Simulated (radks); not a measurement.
Values are calculated unless marked as measured or tabulated.
Charge is removed step by step from the 5d level of Ce+, starting from [Xe] 4f1 5d2. Level of theory: scalar-relativistic Kohn-Sham, SCAN, spin-unpolarised, spherical densities, finite nucleus; meta-GGA in the generalised Kohn-Sham scheme; Fermi nuclear charge, rms radius 4.8771 fm (a radial shooting solver on a logarithmic mesh with Libxc functionals).

| removed (e) | E - E(0) (eV) | eigenvalue (eV) | E minus straight line (eV) |
|---|---|---|---|
| 0 | 0.000 | -6.974 | 0.000 |
| 0.125 | 0.923 | -7.826 | -0.400 |
| 0.25 | 1.952 | -8.704 | -0.695 |
| 0.375 | 3.097 | -9.606 | -0.874 |
| 0.5 | 4.360 | -10.530 | -0.934 |
| 0.625 | 5.731 | -11.475 | -0.887 |
| 0.75 | 7.227 | -12.439 | -0.714 |
| 0.875 | 8.846 | -13.421 | -0.419 |
| 1 | 10.588 | -14.420 | 0.000 |

Removing the whole electron costs 10.588 eV by Delta-SCF, against 6.974 eV from minus the eigenvalue at the starting occupation. Slater's transition state (half an electron removed) gives 10.530 eV. Integrating minus the eigenvalue over the occupation (Janak's theorem) gives 10.585 eV. In this scalar-relativistic scheme the density is built from large components alone, so the theorem holds only approximately. The mean slope of the eigenvalue, de/dn, is 7.45 eV per electron.
